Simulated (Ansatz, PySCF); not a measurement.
Torsion H3–O1–Sn2–H4 in H2OSn (SMILES [OH][SnH]); at each angle all else is relaxed with GFN2-xTB, and the levels are single points there.
Geometry at 0° (charge 0, multiplicity 1):
```xyz
4

O     -1.056     0.164     0.281
Sn     0.779     0.881    -0.126
H     -1.564    -0.485    -0.201
H      1.138    -0.115    -1.709
```

On the grid 0° to 330°, 60° is the highest and 0° the lowest point at CCSD(T)/CBS(def2-TZVPP, def2-QZVPP).

Correlated levels freeze the cores. Filled d and f shells under p-block atoms count as core. CBS(a, b) extrapolates the correlation energy as X⁻³ and adds the Hartree–Fock energy of set b.

Programs: Ansatz (Gaussian orbitals); PySCF for the dispersion terms. Each number belongs to the level named beside it. In def2 rows elements past Kr take small-core potentials, without spin–orbit coupling.

PBE/def2-TZVPP gives 8.34 kcal/mol for the energy at 60° less that at 0°.

Task: Where do these levels fall relative to PBE: PBE-D3(BJ)/def2-TZVPP, r2SCAN/def2-TZVPP, PBE0/def2-TZVPP, wB97M-V/def2-TZVPP, MP2/CBS(def2-TZVPP, def2-QZVPP), CCSD(T)/CBS(def2-TZVPP, def2-QZVPP).

Result: PBE-D3(BJ)/def2-TZVPP 0.02; r2SCAN/def2-TZVPP 0.03; PBE0/def2-TZVPP -0.22; wB97M-V/def2-TZVPP -0.21; MP2/CBS(def2-TZVPP, def2-QZVPP) -0.15; CCSD(T)/CBS(def2-TZVPP, def2-QZVPP) -0.42 kcal/mol. 2 of 6 lie above PBE; the widest gap is to CCSD(T)/CBS(def2-TZVPP, def2-QZVPP).

Ansatz is a program for electronic structure.
